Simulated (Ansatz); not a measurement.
The same path of H$_{4}$SeSi (6 atoms, charge 0, multiplicity 1) was run twice with different band settings. The coordinate that changes most is the dihedral H3–Si1–Se2–H6.

Level of theory: Ansatz, RKS PBE0/def2-SVP.

Relaxed end points:

```xyz
6
Properties=species:S:1:pos:R:3
Si -0.244 -0.233 -0.475
Se 0.904 -0.252 1.501
H -1.615 0.337 -0.315
H -0.337 -1.667 -0.873
H 0.479 0.539 -1.528
H 0.855 1.212 1.642
```

```xyz
6
Properties=species:S:1:pos:R:3
Si -0.204 -0.090 -0.537
Se 1.222 0.731 1.050
H -1.567 0.513 -0.441
H -0.325 -1.574 -0.431
H 0.416 0.281 -1.841
H 0.501 0.076 2.153
```

Common settings: movable images 5; climbing image yes; optimiser quadratic models (default); start path through a guess of the saddle point; force threshold 0.05 eV/Å; iteration limit 60; end points relaxed.

| run | spring |
| --- | --- |
| 1 | 5.0 eV/Å² |
| 2 | 0.1 eV/Å² |

What does each run give, and how far can it be trusted?

Run 1: converged after 6 iterations, highest image 0.042 eV above the first end. A vibrational analysis at the climbing image gives one clearly imaginary mode, 180i cm⁻¹: a first-order saddle point.
Run 2: converged after 6 iterations, highest image 0.041 eV above the first end. Another band between the same ends (5 images) ends at a top of the same energy, where a vibrational analysis finds 1 clearly imaginary mode.
